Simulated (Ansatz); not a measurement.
Isomers of C6H16Ge (singlet), relaxed with r2SCAN-D4/def2-SVP; total energies from Ansatz at RPA@PBE/def2-TZVP.

```tsv
isomer	description	energy (Eh)
A	GeEt2Me2 (C6H16Ge)	-2314.06636
B	GeHMe2(tBu) (C6H16Ge)	-2314.06028
C	Ge(iPr)2H2 (C6H16Ge)	-2314.04209
D	GeHMe2(nBu) (C6H16Ge)	-2314.05676
```

Correlated methods freeze 15 core orbitals; core or outer-core shells of Ge are correlated, in sets that lack core-valence functions.

Question: Work out the relative energies (1 Eh = 2625.5 kJ/mol) and the Boltzmann populations at 298 K from electronic energies alone (R = 8.314 J/mol/K).

Answer: ΔE: A 0.0, B 16.0, C 63.7, D 25.2 kJ/mol. RT = 2.48 kJ/mol. Factors exp(−ΔE/RT): A 1, B 0.00158, C 7e-12, D 3.86e-05; sum 1.002. Populations: A 99.8 %, B 0.2 %, C 0.0 %, D 0.0 %. Zero-point energy, vibrational entropy and symmetry numbers are left out and can shift these; an error of 4 kJ/mol changes a ratio by a factor of 5.0. Over the other density-functional and correlated levels in def2 sets, the gap between A and B ranges from 13 to 20 kJ/mol.
